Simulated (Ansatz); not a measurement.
C3H10O3Sn, singlet, at a GFN2-xTB geometry (such geometries of metal compounds can be far from the true shape) (all electrons, no relativity); CASSCF(6,6)/STO-3G run with Ansatz (a first-principles code).

Here is a job for Ansatz.
Ansatz 0.2 input:
```yaml
crystal:
  periodic: [false, false, false]
  atoms:
    - {symbol: C, position_ang: [2.93614359, 0.66892487, -0.56198016]}
    - {symbol: C, position_ang: [1.65606613, 1.31846294, -0.10006321]}
    - {symbol: Sn, position_ang: [-0.00203098, -0.13807343, 0.02376197]}
    - {symbol: O, position_ang: [-0.50020019, -0.72052307, -1.80071802]}
    - {symbol: O, position_ang: [0.47109272, -1.81093878, 0.95325570]}
    - {symbol: O, position_ang: [-1.72405134, 0.32888067, 0.97927901]}
    - {symbol: C, position_ang: [-2.74278238, 1.13943426, 0.46397612]}
    - {symbol: H, position_ang: [2.82573818, 0.24975712, -1.55777043]}
    - {symbol: H, position_ang: [3.72548264, 1.42029174, -0.59044580]}
    - {symbol: H, position_ang: [3.24204792, -0.12556273, 0.11286995]}
    - {symbol: H, position_ang: [1.74811125, 1.74149764, 0.89890987]}
    - {symbol: H, position_ang: [1.31672951, 2.08403620, -0.79509430]}
    - {symbol: H, position_ang: [-0.64142681, -1.66511624, -1.87143147]}
    - {symbol: H, position_ang: [-0.09031786, -1.98963612, 1.70877098]}
    - {symbol: H, position_ang: [-3.61157552, 0.98008693, 1.10556108]}
    - {symbol: H, position_ang: [-2.47341156, 2.19771355, 0.49338776]}
    - {symbol: H, position_ang: [-3.01112224, 0.87032046, -0.55898652]}
basis:
  gaussian:
    orbitals: STO-3G
hamiltonian:
  xc: hf
magnetization: {spin_polarized: false}
correlation: {active_space: {window: {electrons: 6, orbitals: 6}}}
```

The log (banner, timings and long lists left out):

```
Functional definition: HF
937 factors; integrals over basis functions are off by at most 3.8e-5 eV
mean field evaluation 1: about -171505.2069 eV, gradient 3.6e1 eV
mean field evaluation 2: about -171505.4591 eV, gradient 3.6e1 eV
mean field evaluation 4: about -171510.4803 eV, gradient 2.0e0 eV
mean field evaluation 8: about -171510.4979 eV, gradient 1.0e-4 eV
mean field -171510.49793766 eV, -6302.8945452179 hartree, gradient 4.9e-6 eV, S^2 0.000000; 0 other end points of the search recorded, 0 dependent functions left out
reference -171510.49793766 eV, -6302.8945452179 hartree; 51, 51 occupied and 16, 16 virtual orbitals, 937 factors
state -171512.17717660 eV, -6302.9562561110 hartree
2 active orbitals were swapped for others, from the solution at -171511.83531404 eV, -6302.9436928936 hartree to that at -171512.16212008 eV, -6302.9557027938 hartree; typed "places" are swapped only where nearly empty or full, and so, without "given_window_search", are "orbital_numbers", "shells" and a window whose orbitals a file names under [Active]
2 active orbitals were swapped for others, from the solution at -171512.16212008 eV, -6302.9557027938 hartree to that at -171512.17717660 eV, -6302.9562561110 hartree; typed "places" are swapped only where nearly empty or full, and so, without "given_window_search", are "orbital_numbers", "shells" and a window whose orbitals a file names under [Active]
Total energy: -171512.17717660 eV, -6302.9562561110 hartree
```
